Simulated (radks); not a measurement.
Values are calculated unless marked as measured or tabulated.
How relativity changes the ionisation of neutral chromium ([Ar] 3d5 4s1) to Cr+ ([Ar] 3d5). Spin-unpolarised spherical Kohn-Sham, BLYP, point nucleus unless stated (finite: rms radius 3.6452 fm), a radial shooting solver on a logarithmic mesh with Libxc functionals. A level marked "c x" has the speed of light scaled by that factor and shares open shells by 2j + 1; other Dirac levels either fill j = l - 1/2 first or share by 2j + 1.

[
 {"level": "non-rel.", "E(Cr) (hartree)": "-1044.32241", "E(Cr+) (hartree)": "-1044.07072", "IE (eV)": "6.849", "HOMO": "3d", "<r> HOMO (bohr)": "1.508"},
 {"level": "scalar-rel.", "E(Cr) (hartree)": "-1050.82384", "E(Cr+) (hartree)": "-1050.56770", "IE (eV)": "6.970", "HOMO": "3d", "<r> HOMO (bohr)": "1.520"},
 {"level": "scalar-rel., finite nucleus", "E(Cr) (hartree)": "-1050.82109", "E(Cr+) (hartree)": "-1050.56495", "IE (eV)": "6.970", "HOMO": "3d", "<r> HOMO (bohr)": "1.520"},
 {"level": "Dirac, 2j+1 shares", "E(Cr) (hartree)": "-1050.83911", "E(Cr+) (hartree)": "-1050.58296", "IE (eV)": "6.970", "HOMO": "3d5/2", "<r> HOMO (bohr)": "1.525"},
 {"level": "Dirac, low j first", "E(Cr) (hartree)": "-1050.84479", "E(Cr+) (hartree)": "-1050.58884", "IE (eV)": "6.965", "HOMO": "3d5/2", "<r> HOMO (bohr)": "1.529"},
 {"level": "Dirac, 2j+1 shares, finite nucleus", "E(Cr) (hartree)": "-1050.83635", "E(Cr+) (hartree)": "-1050.58021", "IE (eV)": "6.970", "HOMO": "3d5/2", "<r> HOMO (bohr)": "1.525"},
 {"level": "Dirac, c x 0.85", "E(Cr) (hartree)": "-1053.39528", "E(Cr+) (hartree)": "-1053.13736", "IE (eV)": "7.018", "HOMO": "3d5/2", "<r> HOMO (bohr)": "1.532"},
 {"level": "Dirac, c x 3", "E(Cr) (hartree)": "-1045.03684", "E(Cr+) (hartree)": "-1044.78466", "IE (eV)": "6.862", "HOMO": "3d5/2", "<r> HOMO (bohr)": "1.510"},
 {"level": "Dirac, c x 100", "E(Cr) (hartree)": "-1044.32305", "E(Cr+) (hartree)": "-1044.07136", "IE (eV)": "6.849", "HOMO": "3d5/2", "<r> HOMO (bohr)": "1.508"}
]

NIST Atomic Spectra Database: 6.767 eV (measured). The relativistic part of the total energy of Cr is -6.514 hartree (Dirac, 2j+1 shares, finite nucleus), 0.62 % of the non-relativistic value. Spin polarisation and multiplet splitting of open shells are left out at every level.

Beside tabulated values, note that spin-unpolarised runs miss the spin-polarisation part of the exchange energy of open shells.
